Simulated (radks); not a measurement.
Question: The gold ion Au73+, 6 electrons, occupied as [He] 2s2 2p2. Method: non-relativistic Kohn-Sham, LB94 model potential, spin-polarised, spherical densities, point nucleus; open shells are filled with parallel spins first (spin-orbit coupling, left out, can overturn this in heavy ions); relativity is left out, which matters for an element this heavy; computed with a radial shooting solver on a logarithmic mesh with Libxc functionals. Some entries of the table are withheld. Estimate them.

| orbital | occ. | eigenvalue (eV) | <r^2> (bohr^2) | <r> (bohr) |
|---|---|---|---|---|
| 1s down | 1 | -81509.57 | 0.0004871 | 0.01910 |
| 1s up | 1 | -81492.75 | 0.0004875 | 0.01911 |
| 2s up | 1 | (1) | 0.007107 | 0.07802 |
| 2s down | 1 | (2) | 0.007129 | 0.07814 |
| 2p up | 2 | -19211.92 | (3) | (4) |
| 2p down | 0 | -19137.14 | (5) | (6) |

Answer: 
(1) 2s up eigenvalue (eV): -19449.96
(2) 2s down eigenvalue (eV): -19371.24
(3) 2p up <r^2> (bohr^2): 0.005164
(4) 2p up <r> (bohr): 0.06552
(5) 2p down <r^2> (bohr^2): 0.005172
(6) 2p down <r> (bohr): 0.06555
